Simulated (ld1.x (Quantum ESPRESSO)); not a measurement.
Zn, TM: configuration errors across variants

| Item | Value |
| --- | --- |
| Element | zinc |
| Generator | ld1.x (Quantum ESPRESSO) 7.5 |
| Type | norm-conserving Troullier–Martins (Kleinman–Bylander form) |
| Functional | PBE |
| Relativity | scalar-relativistic |
| Frozen core | [Ne] |
| Valence charge | 20 |
| Reference configuration | 3s2 3p6 3d10 4s2 4p0 |
| Partial waves | 3s (bound): rc 0.75 bohr; 3d (bound): rc 1.20 bohr; 3p (bound): rc 0.90 bohr |
| Local potential | the p channel |
| Core correction | none |

Occupied shells without a wave of their own: 4s. They enter only through the test configuration that unscreens the potential.

All-electron excitation energies from the reference (eV): (1) 3s2 3p6 3d10 4s1 4p0 9.888; (2) 3s2 3p6 3d10 4s0 4p0 28.331; (3) 3s2 3p6 3d9 4s0 4p0 68.865; (4) 3s2 3p6 3d10 4s0 4p1 16.212; (5) 3s2 3p6 3d10 4s0 4p2 10.558; (6) 3s2 3p6 3d9 4s2 4p1 12.244; (7) 3s2 3p6 3d8 4s0 4p0 130.679.

For the base: The 4s level has no wave, so the channel is fitted at the deeper level alone: the likely source of the large errors.

On the changes marked as counting shells twice: ld1.x takes every shell without a wave as core, so the model core holds the marked electrons as well and exchange and correlation see them twice. This cancels in the reference configuration, but the file is broken for other ones, and its errors say nothing about a proper core correction.

3 further variants failed, have other tests or another functional or relativity, and are left out.

Errors AE − PS in meV (a dash: test not solved or not reliable):

| change | (1) | (2) | (3) | (4) | (5) | (6) | (7) | bound ghosts |
| --- | --- | --- | --- | --- | --- | --- | --- | --- |
| base | -164 | -414 | -636 | -313 | -253 | +41 | -854 | none |
| core correction a·sin(br)/r model core inside 0.56 bohr (4s counted twice) | -299 | -995 | -1502 | -444 | -343 | +10 | -1972 | none |
| local potential the s channel | -141 | -355 | -550 | -267 | -215 | +37 | -736 | none |
| wave 3d (bound): rc 1.20 bohr becomes 3d (bound): rc 1.10 bohr | -164 | -415 | -634 | -314 | -254 | +38 | -860 | none |
| all radii scaled by about 0.93 (s 0.70, p 0.84, d 1.12 bohr) | -123 | -311 | -481 | -236 | -191 | +29 | -652 | none |
| wave 3p (bound): rc 0.90 bohr becomes 3p (bound): rc 1.00 bohr | -181 | -457 | -698 | -340 | -272 | +50 | -933 | none |
| wave 3p (bound): rc 0.90 bohr becomes 3p (bound): rc 0.88 bohr | -158 | -399 | -616 | -304 | -247 | +38 | -827 | none |

(1) Give the same row for: wave 3s (bound): rc 0.75 bohr becomes 3s (bound): rc 0.46 bohr.

Answers

(1) -179, -451, -695, -344, -279, +42, -938; bound ghosts: not determined.
